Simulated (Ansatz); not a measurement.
CH6FInSi (`F[CH2][InH][SiH3]`) at its PBE0-D4/def2-TZVP geometry, where that method's forces vanish. The species carries charge 0 and has multiplicity 1. In: def2 effective core potential.

```xyz
10

F    -0.4400   -3.1613    0.3251
C    -0.3695   -1.9758   -0.3974
In    0.0823   -0.2593    0.8762
Si    0.2998    2.0903   -0.1682
H     0.3985   -2.0940   -1.1696
H    -1.3272   -1.8326   -0.9096
H     0.2905   -0.5305    2.5689
H     1.6992    2.5851   -0.0303
H    -0.5900    3.0659    0.5222
H    -0.0435    2.1122   -1.6172
```

Question: What forces (eV/Å) does ωB97M-V/def2-TZVPP give on these atoms in Ansatz 0.2.0? (Best estimate.)

Answer: Computed: 
```
F1  -0.014 -0.252  0.167
C2   0.027  0.363 -0.193
In3  0.003  0.026  0.010
Si4  0.010  0.060 -0.022
H5  -0.088  0.001  0.051
H6   0.095 -0.026  0.024
H7  -0.014  0.013 -0.113
H8  -0.161 -0.059 -0.014
H9   0.103 -0.119 -0.077
H10  0.039 -0.008  0.167
```
